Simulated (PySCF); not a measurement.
Heteronuclear NMR

Numbering as in the mapped SMILES `[CH2:1]=[C:2]([CH3:3])[SiH2:4]/[C:5]([F:6])=[CH:7]\[CH:8]=[O:9]`. Each H is labelled by its parent atom. Ha(C1) is cis to C3; Hb(C1) is trans to C3.

- shielding tensors at PBE0/pcSseg-1 (GIAO)
- GFN2-xTB structure
- program: PySCF 2.14.0 with density-fitted response routines
- single conformer, in vacuum, fast rotation and ring inversion assumed for equivalent nuclei, relativity neglected

Problem. What are the 19F shifts?

Solution. 
| atoms | environment | σ (ppm) | δ (ppm) |
| --- | --- | --- | --- |
| F6 | vinylic fluorine | 227.7 | -59.4 |

Shieldings were converted by a linear fit to measured shifts: 19F (scatter 6.0 ppm rms, 7.0 ppm with the 5 outliers that the fit left out vs CFCl3, solution or neat liquid, with a term for F on sp3 carbon). A few per cent of atoms miss by over 2 rms, more outside the fitted compound classes.

On a 300 MHz spectrometer 19F resonates near 282.3 MHz, so 1 ppm is 282.3 Hz.

Problem. What are the 29Si shifts?

Solution. 
```json
{"atoms": "Si4", "environment": "silicon bonded to 2 C, 2 H", "σ (ppm)": "403.3", "δ (ppm)": "-51.5"}
```

Shieldings were converted by a linear fit to measured shifts: 29Si: δ = 279.94 − 0.822σ (rms 8.9 ppm, 72 shifts, 25.8 ppm with the 6 outliers that the fit left out vs TMS, solution or neat liquid). A few per cent of atoms miss by over 2 rms, more outside the fitted compound classes.

On a 600 MHz spectrometer 29Si resonates near 119.2 MHz, so 1 ppm is 119.2 Hz.

Problem. What are the 17O shifts?

Solution. 
```
atoms      environment  σ (ppm)  δ (ppm)
   O9  aldehyde oxygen   -367.4    601.3
```

Shieldings were converted by a linear fit to measured shifts: 17O (scatter 10.7 ppm rms, 12.2 ppm with the 3 outliers that the fit left out vs liquid water, solution or neat liquid). Occasional misses reach two or three times the rms, and more in compound classes unlike the fitted ones.

On a 500 MHz spectrometer 17O resonates near 67.8 MHz, so 1 ppm is 67.8 Hz.
